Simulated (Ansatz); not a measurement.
methylsilane (CH6Si), singlet, geometry from GFN2-xTB; CCSD(T) on PBE0/3-21G run with Ansatz (a program for electronic structure).

The Ansatz input:
Ansatz 0.2 input:
```yaml
crystal:
  periodic: [false, false, false]
  atoms:
    - {symbol: C, position_ang: [-0.01298196, 0.00392095, -1.25022897]}
    - {symbol: Si, position_ang: [0.00669850, -0.00202315, 0.64510011]}
    - {symbol: H, position_ang: [-0.01147190, -1.00712268, -1.64830101]}
    - {symbol: H, position_ang: [-0.89650587, 0.50641306, -1.63436438]}
    - {symbol: H, position_ang: [0.85673226, 0.51618733, -1.65253877]}
    - {symbol: H, position_ang: [0.00413621, 1.37681588, 1.13946736]}
    - {symbol: H, position_ang: [-1.17977102, -0.70041180, 1.14524608]}
    - {symbol: H, position_ang: [1.21099302, -0.68708334, 1.12046299]}
basis:
  gaussian:
    orbitals: 3-21G.json
hamiltonian:
  xc: pbe0
magnetization: {spin_polarized: false}
correlation: {method: ccsd_t}
```
The basis file holds 3-21G in the JSON format of the Basis Set Exchange.

### Question
What does Ansatz print? Leave out banner, timings and long lists.

### Answer

```
Functional definition: PBE0
394 factors; integrals over basis functions are off by at most 1.0e-3 eV
mean field evaluation 1: about -8957.1872 eV, gradient 3.3e1 eV
mean field evaluation 2: about -8957.1574 eV, gradient 3.3e1 eV
mean field evaluation 4: about -8959.5757 eV, gradient 1.5e0 eV
mean field evaluation 8: about -8959.5819 eV, gradient 3.7e-3 eV
mean field -8959.58194950 eV, -329.2585636215 hartree, gradient 9.1e-7 eV, S^2 0.000000; 0 other end points of the search recorded, 0 dependent functions left out
6 core orbitals not correlated
reference -8939.42225874 eV, -328.5177086508 hartree; 7, 7 occupied and 21, 21 virtual orbitals, 394 factors
second order -4.20016449 eV of doubles, -0.12081492 eV of singles
cycle   1  -4.85651456 eV  change   -5.5e-1 eV  update   5.7e-2
cycle   2  -5.10157826 eV  change   -2.5e-1 eV  update   2.0e-2
cycle   3  -5.12753928 eV  change   -2.6e-2 eV  update   4.9e-3
cycle   4  -5.12879832 eV  change   -1.3e-3 eV  update   1.3e-3
cycle   5  -5.12900620 eV  change   -2.1e-4 eV  update   3.3e-4
cycle   6  -5.12907670 eV  change   -7.0e-5 eV  update   7.9e-5
cycle   7  -5.12909684 eV  change   -2.0e-5 eV  update   2.0e-5
cycle   8  -5.12909889 eV  change   -2.1e-6 eV  update   4.6e-6
perturbative correction -0.09642278 eV, -0.0035434718 hartree
Total energy: -8944.64778041 eV, -328.7097430302 hartree
```
